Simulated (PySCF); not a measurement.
## 29Si chemical shifts

Computed data (PySCF): NMR shieldings at PBE0/pcSseg-1/GIAO, geometry from GFN2-xTB. A single conformation, relativity neglected, fast rotation and ring inversion assumed for equivalent nuclei, no solvent model.

Shieldings were converted by a linear fit to measured shifts: 29Si (scatter 8.9 ppm rms, 25.8 ppm with the 6 outliers that the fit left out vs TMS, solution or neat liquid). Occasional misses reach two or three times the rms, and more in compound classes unlike the fitted ones.

(1) Give the 29Si shifts of `F[C@@H]1C[SiH2]N[Si@@H]1F`, `F[C@@H]1C[SiH2]N[Si@@H]1F`, `O[Si@@H](CCl)O[SiH2][SiH3]`, `[SiH3]O[SiH2]O[SiH2]CCl`, `CO[Si@H](Cl)O[SiH2][SiH3]`, `O[Si@@H]([SiH3])CO[SiH2]Cl`.

(2) Order these by 29Si shift, lowest first.
A. C[Si](C)(C)C/P=C/F
B. CP1CC[SiH](F)CC1
C. N#CC1=CC=C[SiH2]1

Answers

(1) 
```csv
compound,environment,δ (ppm)
[F:1][C@@H:2]1[CH2:3][SiH2:4][NH:5][Si@@H:6]1[F:7],"Si6: silicon bonded to C, F, N, H, in a 5-membered ring",-13.2
[F:1][C@@H:2]1[CH2:3][SiH2:4][NH:5][Si@@H:6]1[F:7],"Si4: silicon bonded to C, N, 2 H, in a 5-membered ring",-28.2
[F:1][C@@H:2]1[CH2:3][SiH2:4][NH:5][Si@@H:6]1[F:7],"Si6: silicon bonded to C, F, N, H, in a 5-membered ring",-13.2
[F:1][C@@H:2]1[CH2:3][SiH2:4][NH:5][Si@@H:6]1[F:7],"Si4: silicon bonded to C, N, 2 H, in a 5-membered ring",-28.2
[OH:1][Si@@H:2]([CH2:3][Cl:4])[O:5][SiH2:6][SiH3:7],"Si6: silicon bonded to O, Si, 2 H",-26.7
[OH:1][Si@@H:2]([CH2:3][Cl:4])[O:5][SiH2:6][SiH3:7],"Si2: silicon bonded to C, 2 O, H",-39.2
[OH:1][Si@@H:2]([CH2:3][Cl:4])[O:5][SiH2:6][SiH3:7],"Si7: silicon bonded to Si, 3 H",-106.0
[SiH3:1][O:2][SiH2:3][O:4][SiH2:5][CH2:6][Cl:7],"Si5: silicon bonded to C, O, 2 H",-34.9
[SiH3:1][O:2][SiH2:3][O:4][SiH2:5][CH2:6][Cl:7],"Si1: silicon bonded to O, 3 H",-43.0
[SiH3:1][O:2][SiH2:3][O:4][SiH2:5][CH2:6][Cl:7],"Si3: silicon bonded to 2 O, 2 H",-44.5
[CH3:1][O:2][Si@H:3]([Cl:4])[O:5][SiH2:6][SiH3:7],"Si6: silicon bonded to O, Si, 2 H",-27.4
[CH3:1][O:2][Si@H:3]([Cl:4])[O:5][SiH2:6][SiH3:7],"Si3: silicon bonded to Cl, 2 O, H",-44.1
[CH3:1][O:2][Si@H:3]([Cl:4])[O:5][SiH2:6][SiH3:7],"Si7: silicon bonded to Si, 3 H",-105.1
[OH:1][Si@@H:2]([SiH3:3])[CH2:4][O:5][SiH2:6][Cl:7],"Si2: silicon bonded to C, O, Si, H",-16.9
[OH:1][Si@@H:2]([SiH3:3])[CH2:4][O:5][SiH2:6][Cl:7],"Si6: silicon bonded to Cl, O, 2 H",-26.9
[OH:1][Si@@H:2]([SiH3:3])[CH2:4][O:5][SiH2:6][Cl:7],"Si3: silicon bonded to Si, 3 H",-110.1
```

(2) C (-37.3 ppm, silicon bonded to 2 C, 2 H, in a 5-membered ring), A (-5.7 ppm, silicon bonded to 4 C), B (6.5 ppm, silicon bonded to 2 C, F, H, in a 6-membered ring).
